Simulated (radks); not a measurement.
The numbers below are computed, except where a source is named.
Valence configurations of In (all share [Kr]). Code: a radial shooting solver on a logarithmic mesh with Libxc functionals. Model: Dirac Kohn-Sham, LDA (Slater exchange, Perdew-Wang correlation), spin-unpolarised, spherical densities, finite nucleus; open shells are shared between the two j in proportion to 2j + 1; Fermi nuclear charge, rms radius 4.6156 fm. Energies are relative to 4d10 5s2 5p1; eigenvalues in eV.

| valence | E (eV) | e(4d3/2) | e(4d5/2) | e(5p1/2) | e(5p3/2) | e(5s1/2) |
|---|---|---|---|---|---|---|
| 4d10 5s2 5p1 | 0.000 | -19.229 | -18.363 | -2.918 | -2.601 | -8.477 |
| 4d9 5s2 5p2 | 18.194 | -24.794 | -23.875 | -4.144 | -3.709 | -10.507 |
| 4d10 5p3 | 12.135 | -22.271 | -21.395 | -4.262 | -3.863 | - |
| 4d10 5s1 5p2 | 5.925 | -20.828 | -19.957 | -3.639 | -3.278 | -9.472 |
| 4d8 5s2 5p3 | 40.789 | -30.303 | -29.331 | -5.278 | -4.729 | -12.357 |
| 4d9.5 5p3.5 | 21.533 | -24.880 | -23.979 | -4.795 | -4.341 | - |
| 4d9.5 5s1 5p2.5 | 14.912 | -23.512 | -22.615 | -4.207 | -3.790 | -10.426 |
| 4d9 5s1.5 5p2.5 | 21.552 | -25.509 | -24.588 | -4.460 | -4.006 | -10.937 |
| 4d10 5s0.5 5p2.5 | 8.997 | -21.565 | -20.692 | -3.960 | -3.579 | -9.917 |
| 4d8 5s1.5 5p3.5 | 44.539 | -30.950 | -29.977 | -5.561 | -4.994 | -12.736 |

NIST lists [Kr] 4d10 5s2 5p1 as the ground configuration; this level of theory agrees among the configurations tried. The energies are those of spherical spin-averaged densities, not of single terms.
